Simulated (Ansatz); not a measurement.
Reaction: BGeH4 (SMILES [BH2][GeH2], doublet) → BGeH4 (SMILES [BH][GeH3], doublet)
Each species at its own B3LYP-D3(BJ)/def2-TZVP minimum (Ansatz, an electronic-structure program).

Wanted: isomerisation energy (electronic), in kcal/mol. Open shells are spin-unrestricted; no spin-orbit coupling. Cores are frozen in correlated methods (noble-gas shells, and filled d and f shells in the p block). No relativity. CBS(X,Y): correlation extrapolated as X^-3, Hartree-Fock from the larger set. A bracket is a step between two methods taken in the basis named. Double hybrids freeze cores in their MP2 part.

CCSD(T)/CBS(cc-pVTZ,cc-pVQZ) + [CCSDT(Q) - CCSD(T)]/cc-pVTZ (Ansatz) gives 30.5 kcal/mol.

Problem. What does PBE/def2-TZVPD (Ansatz) give here, and how do the other levels compare?

Solution. PBE gives 32.6 kcal/mol, 2.1 kcal/mol above it. Differences of the others: r2SCAN/def2-TZVPD (Ansatz) -0.1; B3LYP/def2-TZVPD (Ansatz) 1.3; PBE0/def2-TZVPD (Ansatz) 0.8; B2PLYP/def2-TZVPD (Ansatz) 0.9; CCSD(T)/CBS(cc-pVTZ,cc-pVQZ) (Ansatz) 0.0 kcal/mol.
